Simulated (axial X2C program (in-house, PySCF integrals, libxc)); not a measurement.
# Br or H: which binds elements of chip processing more strongly?

Calculated with an in-house relativistic program for diatomic molecules, spin-free (one-electron X2C) or two-component (2c: spin–orbit coupling with atomic mean-field Coulomb and Gaunt terms, which also bring small scalar terms), in Dyall basis sets with cores contracted in-house; open shells are unrestricted.

Level PBE0, 2c. Dyall triple-zeta sets: BBr v3z/cv3z; BH v3z/v3z; AlBr v3z/cv3z; AlH v3z/v3z; SiBr v3z/cv3z; SiH v3z/v3z; PBr v3z/cv3z; PH v3z/v3z; AsBr cv3z/cv3z; AsH cv3z/v3z; SbBr cv3z/cv3z; SbH cv3z/v3z.

Diatomic bonds are a first guide to the radicals met in plasma etching, cleaning and deposition, though surfaces and higher halides or oxides behave in their own way.

| element M | state of MBr | Re MBr (Å) | D0 MBr (eV) | state of MH | Re MH (Å) | D0 MH (eV) |
| --- | --- | --- | --- | --- | --- | --- |
| B | Ω = 0 | 1.890 | 4.42 | Ω = 0 | 1.241 | 3.35 |
| Al | Ω = 0 | 2.318 | 4.43 | Ω = 0 | 1.668 | 2.86 |
| Si | Ω = 1/2 | 2.233 | 3.73 | Ω = 1/2 | 1.536 | 2.89 |
| P | Ω = 1 | 2.178 | 2.88 | Ω = 1 | 1.431 | 3.03 |
| As | Ω = 1 | 2.295 | 2.72 | Ω = 1 | 1.529 | 2.72 |
| Sb | Ω = 1 | 2.490 | 2.65 | Ω = 1 | 1.717 | 2.40 |

Work out the energy at 0 K of MBr + H → MH + Br for each element.

ΔE = D0(MBr) − D0(MH) at PBE0, 2c: B 1.07, Al 1.57, Si 0.84, P -0.15, As 0.00, Sb 0.25 eV (negative: the exchange gives off energy).

For which element is the exchange to H most and for which least favourable, and what is the energy of PBr + AlH → PH + AlBr?

P most (-0.15 eV), Al least (1.57 eV). The atoms cancel in the double exchange: ΔE = -0.15 − (1.57) = -1.72 eV, a figure less sensitive to errors in the atoms than D0 itself.

Each entry is the lowest single determinant of a limited PBE0 search at one distance. D0 = De minus the zero-point energy; De goes to single-determinant-based atoms at the same level (for ions the charge split of lowest energy) and is withheld (n/a) where an atom does not fit its ground term or J level. Main or longest-lived isotopes. One determinant is a doubtful description, or other states lie close, for PBr, PH, AsBr, AsH, SbBr, SbH; these need not be ground states, and all values refer to the states named. Some open-shell Ω = 0 determinants are out of reach, so the Ω given for PBr, PH, AsBr, AsH, SbBr, SbH need not be the lowest component. With several unpaired electrons the Ω given is that of one determinant, not necessarily of the lowest component. Some light 2c atoms are not at their ground J level, so De misses part of their lowering (0.04 eV or less). The functionals have no current term, which raises determinants with orbital currents. These D0 were not checked against measured values; triple-zeta sets, frozen cores and single determinants leave errors of some tenths of an eV, more for transition metals.
